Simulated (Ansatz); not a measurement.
MoO3, SMILES `[O]=[Mo](=[O])=[O]`. The species carries charge 0 and has multiplicity 1. Correlated methods include outer-core shells of Mo, which these sets cover unevenly. Mo: def2 effective core potential.

```xyz
4

O    -1.080   -0.304    1.154
Mo    0.111    0.360    0.151
O    -0.500    0.593   -1.410
O     1.468   -0.649    0.105
```

(1) Give the diagnostics of a CCSD(T)/def2-TZVPP run (frozen core, Ansatz 0.2.0). (Best estimate.)

Answers

(1) Computed: T1 = 0.0303, largest single amplitude 0.076, largest double 0.046, (T) share of the correlation energy 6.7 %, 17 CCSD cycles. The RHF solution is unstable towards an unrestricted one. T1 lies over the customary mark of 0.02 for closed shells; compounds of d metals often pass it without a breakdown.
